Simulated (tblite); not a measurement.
Species: C5H8O2SSi.
Z-matrix (Å and degrees, GFN2-xTB geometry), rows numbered from 1:
```
O 
C   1  1.1979
O   2  1.3222  1  127.10
C   3  1.3849  2  118.33  1     0.31
C   4  1.3330  3  120.96  2  -176.83
C   5  1.4940  4  123.04  3   179.72
Si  6  1.9043  5  107.30  4   151.39
C   7  1.9061  6   94.90  5    35.90
S   5  1.7627  4  119.69  3    -0.14
H   2  1.1024  1  124.53  3  -179.98
H   4  1.0808  3  115.37  2     2.70
H   6  1.0879  5  109.76  4    25.84
H   6  1.0936  5  108.64  4   -90.72
H   7  1.4609  6  112.67  5   151.54
H   7  1.4621  6  111.98  5   -78.71
H   8  1.0864  7  114.43  6  -149.02
H   8  1.0889  7  113.04  6    86.80
```

Method: GFN2-xTB as coded in tblite; computed harmonic values from a numerical Hessian at the method's own geometry, unscaled. The method is semi-empirical: single wavenumbers can be off by several per cent or more. Modes of hydrogen on silicon can be 10 to 20 % off. One conformer, not necessarily the lowest.

Harmonic wavenumbers (cm⁻¹): 34.8, 58.1, 87.6, 96.5, 198.5, 208.5, 310.0, 337.4, 384.0, 447.7, 465.9, 500.0, 559.7, 617.9, 634.2, 700.8, 726.3, 748.2, 755.2, 761.3, 770.5, 778.7, 796.8, 922.3, 1028.7, 1033.4, 1095.0, 1119.3, 1148.1, 1174.4, 1191.8, 1258.0, 1355.3, 1442.8, 1446.2, 1660.7, 1767.9, 2286.1, 2292.5, 2837.4, 2940.6, 2981.9, 3013.6, 3021.4, 3070.8.

A = 3043, B = 586.5, C = 505.8 MHz; mass 160.001 u (most abundant isotopes); point group C1, symmetry number 1.

**Question.** What is the zero-point energy?

**Answer.** ½Σν̃ = 25533 cm⁻¹ = 73.00 kcal/mol.

**Question.** Give the ideal-gas entropy at 400 K and 1 bar in the rigid-rotor, harmonic-oscillator model (classical rotation).

**Answer.** Translation 42.61, rotation 31.13, vibration 42.10: S = 115.8 cal/(mol K).

**Question.** And Cp and H(400 K) − H(0)?

**Answer.** Cp = 49.54 cal/(mol K), of which vibrations give 41.59 (their classical limit is 45 R = 89.4); H(400 K) − H(0) = 11.73 kcal/mol without the zero-point energy, 8.55 from vibrations.

**Question.** Blend soft modes into free rotors: weight 1/[1 + (100 cm⁻¹/ν̃)⁴] for the oscillator and the rest for a rotor with moment μB/(μ + B), μ = h/(8π²ν), B = 10⁻⁴⁴ kg m². What vibrational entropy results?

**Answer.** 37.79 cal/(mol K) in place of 42.10, which changes −T·S at 400 K by +1.72 kcal/mol.

**Question.** What must be added to the electronic energy to get the Gibbs energy at 400 K and 1 bar?

**Answer.** ZPE + [H(400 K) − H(0)] − T·S = 73.00 + 11.73 − 46.34 = 38.39 kcal/mol.

Hindered rotation and anharmonicity are outside this model. Other conformers, if any are populated, would add a mixing term that is left out. The structure is chiral; the term R ln 2 for an equal mix with its mirror image is left out.
